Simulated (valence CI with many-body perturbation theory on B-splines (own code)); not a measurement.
## Pt LXIV: magnetic and hyperfine properties of the levels

Calculated by configuration interaction combined with many-body perturbation theory (CI+MBPT): five valence electrons over a frozen Dirac-Fock core [Ne], a basis of 9 s, 9 p, 8 d, 6 f, 3 g, 1 h functions for each j, with the one-electron correlation potential Σ1, the two-electron term Σ2, the three-electron term Σ3, Breit, model QED; selected CI, second order for the rest (own B-spline code, finite nucleus).

No measured spectrum was set against this ion. As an estimate, large intervals hold to a few tenths of a per cent, small ones and those within an open d or f shell to about a per cent. Among the levels kept, up to 640 cm⁻¹ of a level comes from second order outside the variational space, and about a tenth of that is noise between levels of different J, which matters for small intervals.

A/g_I is the dipole constant over the nuclear g factor μ/I (μ in nuclear magnetons, uniformly magnetised nucleus), B/Q the quadrupole constant per barn. Both hold the static response of the core; the bare values leave it out. Large factors of s and p1/2 electrons are usually good to 5 to 10 %; those of open d and f shells near neutrality can be off by tens of per cent, and small factors of p3/2, d and f electrons come from cancelling terms and can be off by a factor of two or in sign, in half-filled shells by more. B is blank for J = 1/2, where it vanishes, and for nearly pure S terms. Energies count from the lowest level.

Levels are named by their leading jj configuration (3d3/2^4 stands for four electrons in 3d with j = 3/2), which in mixed levels can hold well under half, so a name can repeat and another be missing. Letters in brackets count levels of one name in rising energy.

| Level | E (Ry) | g | A/g_I (MHz) | A/g_I bare | B/Q (MHz/b) | B/Q bare |
| --- | --- | --- | --- | --- | --- | --- |
| (3s^2 3p1/2^2 3p3/2) J=3/2 | 0.000 | 1.336 | 252000 | 251000 | 500000 | 494000 |
| (3s^2 3p1/2^2 3d3/2) J=3/2 | 18.067 | 0.777 | 136000 | 140000 | 85500 | 88100 |
| (3s^2 3p1/2^2 3d5/2) J=5/2 | 26.761 | 1.191 | 56400 | 59700 | 76600 | 79300 |
| (3s^2 3p1/2 3p3/2^2) J=3/2 | 32.558 | 1.452 | -179000 | -171000 | 31600 | 31200 |
| (3s^2 3p1/2 3p3/2^2) J=5/2 | 33.473 | 1.184 | 692000 | 683000 | -1180 | -1150 |
| (3s^2 3p1/2 3p3/2^2) J=1/2 | 34.685 | 0.645 | 2430000 | 2390000 |  |  |
| (3s 3p1/2^2 3p3/2^2) J=5/2 | 46.521 | 1.453 | 1560000 | 1540000 | 88100 | 86900 |
| (3s 3p1/2^2 3p3/2^2) J=3/2 | 48.800 | 1.143 | -839000 | -817000 | -43100 | -42400 |
| (3s 3p1/2^2 3p3/2^2) J=1/2 | 49.010 | 2.016 | 6380000 | 6260000 |  |  |
| (3s^2 3p1/2 3p3/2 3d3/2) J=5/2 [a] | 50.403 | 0.955 | 517000 | 512000 | -47500 | -45200 |
| (3s^2 3p1/2 3p3/2 3d3/2) J=1/2 [a] | 50.674 | 0.221 | 894000 | 884000 |  |  |
| (3s^2 3p1/2 3p3/2 3d3/2) J=3/2 [a] | 50.710 | 0.901 | 520000 | 515000 | -301000 | -298000 |
| (3s^2 3p1/2 3p3/2 3d3/2) J=7/2 | 51.366 | 1.015 | 513000 | 508000 | 561000 | 557000 |
| (3s^2 3p1/2 3p3/2 3d3/2) J=5/2 [b] | 53.724 | 1.149 | 55100 | 59200 | 526000 | 521000 |
| (3s^2 3p1/2 3p3/2 3d3/2) J=1/2 [b] | 54.574 | 1.658 | 1730000 | 1700000 |  |  |
| (3s^2 3p1/2 3p3/2 3d3/2) J=3/2 [b] | 54.668 | 1.210 | -139000 | -131000 | 23400 | 21800 |
| (3s^2 3p1/2 3p3/2 3d5/2) J=7/2 [a] | 58.056 | 1.300 | -126000 | -119000 | 554000 | 551000 |
| (3s^2 3p1/2 3p3/2 3d5/2) J=9/2 | 59.064 | 1.177 | 384000 | 381000 | 567000 | 564000 |
| (3s^2 3p1/2 3p3/2 3d5/2) J=3/2 [a] | 59.080 | 1.325 | -391000 | -379000 | -190000 | -187000 |
| (3s^2 3p1/2 3p3/2 3d5/2) J=5/2 [a] | 59.349 | 1.111 | 495000 | 490000 | -365000 | -359000 |
| (3s^2 3p1/2 3p3/2 3d5/2) J=5/2 [b] | 60.855 | 1.279 | -116000 | -110000 | 14700 | 16100 |
| (3s^2 3p1/2 3p3/2 3d5/2) J=7/2 [b] | 61.004 | 1.124 | 443000 | 439000 | -15400 | -12800 |
| (3s^2 3p1/2 3p3/2 3d5/2) J=3/2 [b] | 61.686 | 0.932 | 733000 | 724000 | 50300 | 50500 |
| (3s^2 3p1/2 3p3/2 3d5/2) J=1/2 | 61.979 | 1.222 | -753000 | -734000 |  |  |
| (3s 3p1/2^2 3p3/2 3d3/2) J=5/2 [a] | 64.274 | 1.250 | 1240000 | 1220000 | 156000 | 153000 |
| (3s 3p1/2^2 3p3/2 3d3/2) J=3/2 [a] | 64.437 | 1.241 | 628000 | 621000 | 9850 | 7890 |
| (3s 3p1/2^2 3p3/2 3d3/2) J=1/2 [a] | 64.626 | 2.337 | 3740000 | 3680000 |  |  |
| (3s 3p1/2^2 3p3/2 3d3/2) J=7/2 | 65.131 | 1.232 | 1170000 | 1160000 | 546000 | 542000 |
| (3s 3p1/2^2 3p3/2 3d3/2) J=3/2 [b] | 66.515 | 1.013 | 632000 | 625000 | -266000 | -263000 |
| (3s 3p1/2^2 3p3/2 3d3/2) J=5/2 [b] | 67.346 | 0.866 | -263000 | -253000 | 278000 | 278000 |
| (3s^2 3p3/2^3) J=3/2 | 67.428 | 1.295 | 282000 | 281000 | -521000 | -515000 |
| (3s 3p1/2^2 3p3/2 3d3/2) J=1/2 [b] | 67.727 | 0.551 | 1250000 | 1230000 |  |  |
| (3s^2 3p1/2 3d3/2^2) J=5/2 | 69.640 | 0.793 | 375000 | 373000 | 121000 | 120000 |
| (3s 3p1/2^2 3p3/2 3d5/2) J=9/2 | 71.942 | 1.338 | 916000 | 904000 | 561000 | 558000 |
| (3s^2 3p1/2 3d3/2^2) J=1/2 | 72.970 | 0.633 | 2420000 | 2380000 |  |  |
| (3s^2 3p1/2 3d3/2^2) J=3/2 | 73.196 | 0.821 | -372000 | -359000 | -51600 | -50700 |
| (3s 3p1/2^2 3p3/2 3d5/2) J=5/2 [a] | 73.284 | 1.368 | 1360000 | 1340000 | -272000 | -268000 |
| (3s 3p1/2^2 3p3/2 3d5/2) J=7/2 [a] | 73.847 | 1.263 | 618000 | 611000 | 263000 | 263000 |
| (3s 3p1/2^2 3p3/2 3d5/2) J=3/2 [a] | 74.176 | 1.089 | -734000 | -713000 | -255000 | -252000 |
| (3s 3p1/2^2 3p3/2 3d5/2) J=7/2 [b] | 75.166 | 1.176 | -143000 | -134000 | 281000 | 281000 |

Problem. Take the isotope of mass number 195, with I = 1/2, μ = 0.6073 μN. What is the hyperfine structure of (3s^2 3p1/2^2 3p3/2) J=3/2?

Solution. From the table A = 306000 MHz. Shifts from the centre of gravity in MHz: F = 1: -382000, F = 2: 230000.
